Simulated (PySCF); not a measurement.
Dipole moment and polarisability of `O=C=Pc1ccc(Cl)cc1`

Compound: C7H4ClOP.
Geometry (GFN2-xTB, Å), atoms numbered from 1 in this order:
```
atom  x, y, z in Å
O1     4.052    0.967    0.098
C2     3.274    0.105    0.071
P3     2.373   -1.271    0.022
C4     0.699   -0.540    0.090
C5    -0.369   -1.436    0.066
C6    -1.672   -0.982    0.114
C7    -1.914    0.381    0.186
Cl8   -3.540    0.960    0.247
C9    -0.863    1.285    0.212
C10    0.439    0.826    0.164
H11   -0.173   -2.497    0.009
H12   -2.495   -1.679    0.095
H13   -1.062    2.344    0.269
H14    1.251    1.538    0.186
```

Level: CAM-B3LYP/def2-SVPD (PySCF), static field, nuclei fixed, core orbitals frozen in the response. The polarisability tensor in these axes (au):

```
x   184.63  -1.33  -2.29
y    -1.33 120.71   2.53
z    -2.29   2.53  70.42
```

**Question.** Give the principal values, the mean and the anisotropy Δα = √{½[(α1 − α2)² + (α2 − α3)² + (α1 − α3)²]}.

**Answer.** Principal values 70.25, 120.80 and 184.71 au; mean 125.26 au = 18.56 Å³ = 20.65 × 10⁻⁴⁰ C²·m²/J; Δα = 99.35 au (79 % of the mean).

**Question.** What is the dipole moment, and where does it point?

**Answer.** (-0.21, -0.61, -0.02) D, 0.65 D in size, pointing from the negative to the positive side. Measured along this direction, the outermost atoms are O1 at the negative end and H11 and H12 at the positive end.

**Question.** Molar refractivity from α?

**Answer.** Lorentz–Lorenz: R = (4π/3)N_A α = 2.5225 cm³/(mol·Å³) × 18.56 Å³ = 46.8 cm³/mol, in the limit of long wavelengths.

**Question.** Directions of the eigenvectors, and the extent of the frame along each?

**Answer.** Largest value along (1.00, -0.02, -0.02), where the nuclei span 7.59 Å; middle along (0.02, 1.00, 0.05), 4.83 Å; least along (0.02, -0.05, 1.00), 0.00 Å. The response follows the extents in order.

**Question.** What would n − 1 = 2πNα be for an ideal gas of these molecules at 273.15 K and 1 atm, electronic part alone?

**Answer.** N = p/kT = 2.6868 × 10¹⁹ cm⁻³, so n − 1 = 2π × N × 18.56 × 10⁻²⁴ cm³ = 3133 × 10⁻⁶ at long wavelengths, for an ideal gas.

Isolated species at its GFN2-xTB geometry (one conformer only).
